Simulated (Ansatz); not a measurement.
Species: SeBr2, net charge 0, singlet state. SMILES: Br[Se]Br
Structure (B3LYP-D3(BJ)/def2-TZVP (Ansatz, a quantum-chemistry and plane-wave program) minimum search):
```
Se
Br 1 2.3360
Br 1 2.3360 2 102.92
```

Quantity: vertical electron affinity to the doublet, in eV. Terms: six Cartesian d functions in 6-31G* and its kin unless marked 5d; dispersion terms only where a functional's name holds one; UHF or UKS for open shells; spin-orbit terms left out; each state is the SCF solution reached for its charge and spin; non-relativistic; LANL2DZ with its own core potentials from Na on. First-principles rows: single points at B3LYP-D3(BJ) geometries (Ansatz). Anions need diffuse functions, which STO-3G, LANL2DZ, def2-SVP, cc-pVDZ and Pople sets without + lack.

```tsv
level	program	vertical electron affinity to the doublet (eV)
B3LYP/STO-3G	Ansatz	-3.48
B3LYP/3-21G	Ansatz	0.83
B3LYP/LANL2DZ	Ansatz	1.46
B3LYP/6-31G*	Ansatz	1.31
B3LYP/def2-TZVPD	Ansatz	1.48
```

No value to compare with is used here. The 4 habitual levels span -3.48 (B3LYP/STO-3G) to 1.46 eV (B3LYP/LANL2DZ); B3LYP/def2-TZVPD gives 1.48.

The sets are all those run for this method; left out are runs that failed, that the program found above a lower state of the same kind, or whose <S^2> lies over 0.5 above the pure value.
